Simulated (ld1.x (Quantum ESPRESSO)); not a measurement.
platinum: excitation energies, all-electron against PAW

ld1.x (Quantum ESPRESSO) 7.5 input, shortened:

```
&input
   title='Pt', zed=78., rel=1, dft='PBE', iswitch=3,
   config='[Xe] 4f14 5d9 6s0.5 6p0.5'
 /
 &inputp
   pseudotype=3, lpaw=.true., tm=.true., lloc=-1, rcloc=1.70,
   nlcc=.false.,
   which_augfun='BESSEL', rmatch_augfun=1.85
 /
6
6S  1  0   0.50   0.00  2.25  2.45  0.0
6S  1  0   0.00   0.25  2.25  2.45  0.0
6P  2  1   0.50   0.00  2.20  2.80  0.0
6P  2  1   0.00   0.65  2.20  2.80  0.0
5D  3  2   9.00   0.00  1.70  2.15  0.0
5D  3  2   0.00   0.15  1.70  2.15  0.0
 &test
   configts(1)='5d9 6s0.5 6p0.5'
 /
```

Energies are relative to the spin-unpolarised reference configuration 5d9 6s0.5 6p0.5; without spin polarisation the order of configurations can differ from experiment.

```csv
valence configuration,charge,ΔE all-electron (eV),error AE − PS (meV)
5d9 6s0 6p0,+1,6.734,+3.3
5d8 6s0 6p0,+2,26.699,-44
5d8 6s1 6p1,0,4.108,-19
5d9 6s0 6p1,0,2.589,-0.9
5d6 6s0 6p0,+4,104.569,-814
```

Q: What are ΔE and the potential's error for 5d9 6s1 6p0?

A: ΔE = -2.460 eV all-electron; the error (AE − PS) is +1.5 meV.

Q: What are ΔE and the potential's error for 5d8 6s1 6p0?

A: ΔE = 8.707 eV all-electron; the error (AE − PS) is -28 meV.

Levels in the configuration 5d6 6s0 6p0:

```tsv
level	all-electron (eV)	pseudo (eV)
5d	-52.729	-53.444
```

Note: ghost states, extra bound levels that the all-electron valence spectrum of the same l lacks: s at -89.0 eV, p at -3.3 eV. A true bound ghost makes a file unfit for plane-wave use.
